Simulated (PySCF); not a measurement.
## Working out the excitation energy of Sb⁺

Sb⁺ [Kr] 4d10 5s2 5p2 (3P) → Sb⁺ [Kr] 4d10 5s1 5p2 5d1 (high-spin determinant). All numbers are calculated (PySCF 2.14, a scalar-relativistic core potential, in aug-cc-pVDZ-PP with ECP28MDF (5s4p3d, 32 functions)). Frozen: 4s2 4p6 4d10. Energies in hartree (1 hartree = 27.21139 eV):

```
             part  Sb⁺ (lower)  Sb⁺ (upper)
              UHF  -238.957245  -238.419628
MP2 opposite-spin    -0.030180     0.000000
    MP2 same-spin    -0.006092    -0.010086
```

Q: What does Hartree-Fock give?

A: (-238.419628) − (-238.957245) = 0.537617 hartree = 14.629 eV.

Q: What do MP2 and SCS-MP2 (6/5 opposite-spin, 1/3 same-spin) give?

A: The opposite-spin parts differ by 0.821 eV and the same-spin parts by -0.109 eV. MP2: 14.629 + (0.821) + (-0.109) = 15.341 eV. SCS-MP2: 14.629 + 1.2 × (0.821) + (-0.109)/3 = 15.578 eV.

One determinant mixes LS terms, so it does not stand for a single term.

A double-zeta basis recovers only part of the correlation energy.
